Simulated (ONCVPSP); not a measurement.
**rubidium (Rb): one change to an ONCV potential, before and after**

```
Element                 : Rb
Generator               : ONCVPSP 4.0.1
Type                    : optimised norm-conserving Vanderbilt (ONCV)
Functional              : LDA (Perdew-Wang 92)
Relativity              : scalar-relativistic
Frozen core             : [Ar] 3d10
Valence charge          : 9
Reference configuration : 4s2 4p6 5s1
Partial waves           : 4s+5s: rc 2.55 bohr, ncon 5, nbas 8, qcut 4.5 1/bohr, 2 projectors; 4p: rc 2.65 bohr, ncon 5, nbas 8, qcut 5.7 1/bohr, 2 projectors, debl 0.7 Ha; d scattering state at 0.03 Ha: rc 2.35 bohr, ncon 4, nbas 7, qcut 4 1/bohr, 2 projectors, debl 3.6 Ha
Local potential         : polynomial inside 2.05 bohr (lpopt 5, dvloc0 0 Ha)
Core correction         : polynomial model core, fcfact 0.25
```

All-electron outer shells of the reference configuration (LDA (PZ), scalar-relativistic, ld1.x):

```tsv
shell	level (eV)	outermost node (bohr)	outermost maximum (bohr)
4s	-31.97	0.62	1.25
4p	-16.03	0.64	1.42
5s	-2.37	1.79	4.22
```

Change: local potential polynomial inside 2.25 bohr (lpopt 5, dvloc0 0 Ha).

Cutoffs: the cutoffs (Ha) at which the residual kinetic energy of the hardest occupied pseudo-wave falls to 1 and 0.1 mHa per electron; they do not see the model core or the augmentation charge, which bear on the density cutoff. Errors are all-electron minus pseudo energies relative to the spin-unpolarised reference configuration.

Task: Predict the effect on cutoff, ghosts and configuration errors.

Result: The potential gets neither clearly harder nor softer (7.4 Ha and 9.6 Ha → 7.4 Ha and 9.6 Ha); the errors of the 4 common tests hardly move; the range in which the s phases agree narrows (upper end 3.9 → 2.8); neither file shows a bound ghost.

| quantity | base | changed |
| --- | --- | --- |
| cutoff, loose | 7.4 Ha | 7.4 Ha |
| cutoff, tight | 9.6 Ha | 9.6 Ha |
| bound ghosts | none | none |
| GHOST(+) flags under 300 eV | none | none |
| error for 4s2 4p6 5s0, meV [ΔE 4.27 eV] | -0.3 | -0.3 |
| error for 4s2 4p6 5s0.5, meV [ΔE 1.66 eV] | -0.1 | -0.1 |
| error for 4s2 4p6 5s0 5p1, meV [ΔE 1.62 eV] | -0.1 | -0.1 |
| error for 4s2 4p5 5s1, meV [ΔE 21.24 eV] | -9.1 | -8.4 |
| s: phases at 2.59 bohr within 0.05 rad from the reference energy up to (Ha; the scan ends near 5) | 3.9 | 2.8 |
| p: phases at 2.70 bohr within 0.05 rad from the reference energy up to (Ha; the scan ends near 5) | 3.7 | 3.9 |
| d: phases at 2.39 bohr within 0.05 rad from the reference energy up to (Ha; the scan ends near 5) | to the end of the scan | to the end of the scan |
| rms error of d²Exc/dni dnj with the model core, mHa | 0.86 | 0.86 |

Base: The cutoffs count occupied waves only; projector 2 of the d channel, the hardest unoccupied one, needs 30 Ha at the loose tolerance. Changed file: The cutoffs count occupied waves only; projector 2 of the d channel, the hardest unoccupied one, needs 30 Ha at the loose tolerance.
